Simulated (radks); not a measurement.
Results of a calculation; reference values are marked as such.
These are the eigenvalues of the occupied orbitals of an atom or ion with whole-number occupations (eV). Code: a radial shooting solver on a logarithmic mesh with Libxc functionals. Model: scalar-relativistic Kohn-Sham, PBE, spin-polarised, spherical densities, finite nucleus; Fermi nuclear charge, rms radius of each element as measured or else 0.836 A^(1/3) + 0.57 fm.

| orbital | eigenvalue |
|---|---|
| 1s up | -14220.48 |
| 1s down | -14220.38 |
| 2s up | -1925.035 |
| 2s down | -1924.883 |
| 2p up | -1709.250 |
| 2p down | -1709.080 |
| 3s up | -323.7606 |
| 3s down | -323.5466 |
| 3p up | -254.9646 |
| 3p down | -254.7237 |
| 3d up | -141.0292 |
| 3d down | -140.7110 |
| 4s up | -75.8456 |
| 4s down | -73.4347 |
| 4p up | -59.2446 |
| 4d up | -35.6794 |

Which element is it, and in what charge state? The configuration may be excited. Open shells, if any, are filled with parallel spins first.

Answer. Z = 36, krypton, charge +4: Kr4+ in [Ar] 3d10 4s2 4p1 4d1. The list shows which subshells hold electrons but not how many an open one holds; the 1s level, -522.59 hartree, gives Z - s = 32.3 by -(Z - s)^2/2, which with screening and relativity narrows Z to a few neighbours, and the depths of the outer levels then fix element, charge and occupations together.
